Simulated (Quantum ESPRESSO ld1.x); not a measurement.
Q: These are the eigenvalues of the occupied orbitals of an atom or ion with whole-number occupations (hartree). Method: non-relativistic Kohn-Sham, LDA (Slater exchange, Perdew-Zunger correlation), spin-polarised, spherical densities, point nucleus; computed with ld1.x of Quantum ESPRESSO 7.5.

1s up: -554.247
1s down: -554.186
2s up: -108.106
2s down: -108.035
2p up: -102.361
2p down: -102.299
3s up: -42.8832

Which element is it, and in what charge state? The configuration may be excited. Open shells, if any, are filled with parallel spins first.

A: Z = 36, krypton, charge +25: Kr25+ in [Ne] 3s1. The list shows which subshells hold electrons but not how many an open one holds; the 1s level, -554.25 hartree, gives Z - s = 33.3 by -(Z - s)^2/2, which with screening narrows Z to a few neighbours, and the depths of the outer levels then fix element, charge and occupations together.
